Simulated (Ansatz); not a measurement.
Relaxation of BrCl₂GaH₃N (8 atoms, charge 0, multiplicity 1), to a largest force component of 0.03 eV/Å in at most 50 steps.

These are results of Ansatz, RKS PBE0-D4/def2-SVP, not measurements.

```xyz
8
Properties=species:S:1:pos:R:3
Ga -0.191 0.628 -0.553
N -0.083 0.101 2.502
H -0.803 -0.419 2.996
H 0.809 -0.062 2.962
Cl 1.771 0.045 -1.123
Cl -1.874 -0.518 -1.150
Br -0.513 2.791 0.396
H -0.300 1.113 2.573
```

**Question.** Where does it end, and by what steps?

**Answer.** It converged. After 9 steps the energy has fallen by 1.162 eV; H3 moved furthest, 0.68 Å. Joined: Ga1–N2 (3.10 → 2.07 Å).

| step | energy less start (eV) | largest force component (eV/Å) | accepted |
| --- | --- | --- | --- |
| 0 | 0.0000 | 1.266 | yes |
| 1 | -0.3320 | 0.904 | yes |
| 2 | -0.6347 | 0.850 | yes |
| 3 | -0.9103 | 1.052 | yes |
| 4 | -1.0567 | 0.633 | yes |
| 5 | -1.0961 | 1.021 | yes |
| 6 | -1.1544 | 0.161 | yes |
| 7 | -1.1610 | 0.143 | yes |
| 8 | -1.1621 | 0.056 | yes |
| 9 | -1.1622 | 0.009 | yes |

```xyz
8
Properties=species:S:1:pos:R:3
Ga -0.182 0.681 0.081
N -0.110 0.213 2.097
H -0.822 -0.487 2.314
H 0.808 -0.168 2.332
Cl 1.787 0.012 -0.520
Cl -1.844 -0.567 -0.524
Br -0.544 2.954 0.154
H -0.278 1.042 2.669
```

Whether the end is a true minimum wasn't checked by a vibrational analysis.

Time of the run: 36 s on 4 threads of Arm Neoverse V1, with other jobs on the host, peak memory 0.4 GiB.
